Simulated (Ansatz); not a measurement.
C4H8Sn, relaxed with RKS PBE-D4/def2-SVP in Ansatz 0.2.0 from a rough embedded geometry. The force threshold is 0.03 eV/Å; the program also tests the step.

The species carries charge 0 and has multiplicity 1. Sn takes the def2 core potential. The bonds changed during the relaxation, so this is another structure than the one it started from.

Start:

```xyz
13

C     1.033    0.100    2.076
C     0.921   -0.040    0.825
C     1.298   -0.722   -0.396
Sn    0.039    0.629   -1.215
C    -2.063   -0.006   -1.080
H     1.699   -0.513    2.719
H     0.437    0.872    2.631
H     2.392   -0.472   -0.708
H     1.038   -1.778   -0.438
H     0.388    2.278   -1.297
H    -2.467    0.312   -0.103
H    -2.092   -1.107   -1.151
H    -2.624    0.448   -1.862
```

By how much does the energy fall, and how many steps does the optimiser take? (Best estimate.)

Computed: 117.85 kJ/mol, in 28 steps, 5 of them rejected.

Which bonds change most? (An estimate is asked.)

The calculation gave: C3–Sn4 from 2.020 to 2.607 Å; Sn4–H10 from 1.687 to 1.800 Å; C2–C3 from 1.449 to 1.343 Å; C3–H8 from 1.164 to 1.104 Å.

Give the relaxed structure. (An estimate is asked.)

Ansatz gave: 
```xyz
13

C     0.646    0.135    1.849
C     1.112   -0.305    0.703
C     1.640   -0.843   -0.408
Sn    0.027    0.666   -1.793
C    -1.883    0.059   -0.786
H     1.033   -0.282    2.797
H    -0.125    0.920    1.911
H     2.607   -0.490   -0.807
H     1.266   -1.808   -0.794
H     0.365    2.083   -0.737
H    -1.981    0.428    0.254
H    -1.991   -1.045   -0.798
H    -2.715    0.480   -1.390
```
